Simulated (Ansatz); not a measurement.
Consider the substitution at a C–N bond: `OCNBCl` + `[GeH3][TeH]` → `OC[Te][GeH3]` + `NBCl`.

Calculated with Ansatz (gas phase, PBE0-D4/def2-TZVP geometries, no zero-point term in ΔE). CCSD(T)/CBS adds triple-zeta CCSD(T) − MP2 to the extrapolated MP2 energy (def2 sets, frozen cores). def2 core potentials past Kr. For Ge, Te outer-core shells are correlated without core-valence functions, which leaves a few kJ/mol of doubt a bond. Scalar relativity is left out up to krypton. Each species was taken in one conformer, which may not be the lowest.

`OCNBCl`:

```xyz
10

O    -0.162    1.853    0.199
C    -0.179    0.725   -0.635
N    -0.366   -0.518    0.069
B     0.609   -1.372    0.570
Cl    2.324   -1.044    0.326
H    -1.031    1.965    0.595
H     0.793    0.705   -1.124
H    -0.959    0.814   -1.401
H    -1.327   -0.771    0.237
H     0.298   -2.357    1.164
```

`[GeH3][TeH]`:

Cartesian coordinates in Å:
```
Ge 0.252 0.368 0.495
Te -1.411 -0.296 -1.332
H 1.636 0.649 -0.108
H -0.322 1.647 1.118
H 0.358 -0.737 1.556
H -0.513 -1.632 -1.728
```

`OC[Te][GeH3]`:

Z-matrix (Å, degrees):
```
C
Te 1 2.188
O 1 1.387 2 115.0
H 1 1.089 2 104.7 3 118.0
H 1 1.094 2 106.1 3 -126.6
Ge 2 2.549 1 93.9 3 92.2
H 3 0.961 1 109.2 2 -60.3
H 6 1.534 2 107.7 1 179.6
H 6 1.541 2 110.8 1 -60.8
H 6 1.539 2 110.2 1 59.3
```

`NBCl`:

```xyz
6

N    -0.664    0.230   -0.301
B     0.603   -0.076    0.158
Cl    0.820   -1.385    1.326
H    -0.830    0.967   -0.965
H    -1.491   -0.260   -0.002
H     1.562    0.524   -0.216
```

```json
{"species": "`OCNBCl`", "CCSD/def2-TZVPP energy (Eh)": "-655.39658"}
{"species": "`[GeH3][TeH]`", "CCSD/def2-TZVPP energy (Eh)": "-2345.43898"}
{"species": "`OC[Te][GeH3]`", "CCSD/def2-TZVPP energy (Eh)": "-2459.78339"}
{"species": "`NBCl`", "CCSD/def2-TZVPP energy (Eh)": "-541.05447"}
```

Q: Work out ΔE.

A: ΔE = (-2459.78339) + (-541.05447) − (-655.39658) − (-2345.43898) = -0.00230 Eh = -6.0 kJ/mol. CCSD(T)/CBS gives -17.0 kJ/mol.

Largest T1 diagnostic among the species: 0.011.

In def2-TZVPP, CCSD(T) changes the Hartree–Fock value by −13.9 kJ/mol (the triples alone add −3.5 kJ/mol) and MP2 by −20.6 kJ/mol. From PBE to PBE0 (25 % exact exchange), in def2-TZVPP and without D4, ΔE moves by +6.6 kJ/mol.
